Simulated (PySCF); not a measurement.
H3As.

```xyz
4

As     0.0000     0.0000    -0.0707
H     -1.0973    -0.6335     0.7782
H      1.0973    -0.6335     0.7782
H      0.0000     1.2671     0.7782
```
Charge 0, spin multiplicity 1.

Geometry optimised at B3LYP-D3(BJ)/def2-TZVP.

Computed with KT2/pcSseg-2 in PySCF. Non-relativistic, no solvent.

Computed absolute GIAO shielding of each atom: isotropic value and principal components (ppm):
```csv
atom,σ(iso),σ11,σ22,σ33,span
As1,1927.1,1839.2,1971.0,1971.0,131.9
H2,29.0,22.6,23.6,40.7,18.1
H3,29.0,22.6,23.6,40.7,18.1
H4,29.0,22.6,23.6,40.7,18.1
```
